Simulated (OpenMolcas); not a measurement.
Computed levels of 3d6 in ions with 24 electrons, in cm-1 above 5D4.

```json
{"Program": "OpenMolcas", "Method": "SS-CASPT2, IPEA 0.25 Eh, imaginary shift 0.1 Eh", "Basis": "ANO-RCC-VQZP", "Scalar Hamiltonian": "DKH2, point nucleus", "Spin-orbit coupling": "state interaction with AMFI integrals over the reference wave functions, term energies averaged over their components"}
```

Active space for each ion: 6 electrons in 5 orbitals (3d); closed shells correlated by CASPT2: 3s 3p.

```json
{"Level": "5D3", "Fe2+": "434", "Ni4+": "851", "Cu5+": "1130"}
{"Level": "5D2", "Fe2+": "739", "Ni4+": "1431", "Cu5+": "1886"}
{"Level": "5D1", "Fe2+": "935", "Ni4+": "1801", "Cu5+": "2370"}
{"Level": "5D0", "Fe2+": "1031", "Ni4+": "1981", "Cu5+": "2600"}
{"Level": "3P2(1)", "Fe2+": "18920", "Ni4+": "26030", "Cu5+": "29310"}
{"Level": "3H6", "Fe2+": "19830", "Ni4+": "27330", "Cu5+": "30850"}
{"Level": "3H5", "Fe2+": "20040", "Ni4+": "27720", "Cu5+": "31330"}
{"Level": "3P1(1)", "Fe2+": "20190", "Ni4+": "28520", "Cu5+": "32610"}
{"Level": "3H4", "Fe2+": "20200", "Ni4+": "27950", "Cu5+": "31550"}
```

Estimate 5D0, 3P2(1), 3H6 for Co3+ from its neighbours Fe2+ and Ni4+.

5D0 is fine structure, which grows about as the fourth power of a screened charge, so the fourth roots are averaged: ((1031^0.25 + 1981^0.25) / 2)^4 = 1448. The calculation gives 1455, so the estimate is off by -0.5 %; the measured value is 1494 (Sugar and Corliss, J. Phys. Chem. Ref. Data 10, 1097 (1981)).
3P2(1) is another term, which grows about linearly with the charge: (18920 + 26030) / 2 = 22475. The calculation gives 22890, so the estimate is off by -1.8 %; the measured value is 22883 (Sugar and Corliss, J. Phys. Chem. Ref. Data 10, 1097 (1981)).
3H6 is another term, which grows about linearly with the charge: (19830 + 27330) / 2 = 23580. The calculation gives 23970, so the estimate is off by -1.6 %; the measured value is 23680 (Sugar and Corliss, J. Phys. Chem. Ref. Data 10, 1097 (1981)).

CASPT2 breaks the degeneracy within a term, and the mean is taken; among the terms shown or strongly mixed into the levels shown the widest spread is 140 cm-1 (3d6 3F(1), Co3+). Computed and measured levels are paired by configuration, term and J; levels that our copy of the source lacks, or whose pairing is in doubt (as where it misses far off the trend of its configuration), stay unpaired and out of the deviations. Only configurations of the active space appear.

A number in round brackets counts repeated terms of one configuration in the order of the reference energies.
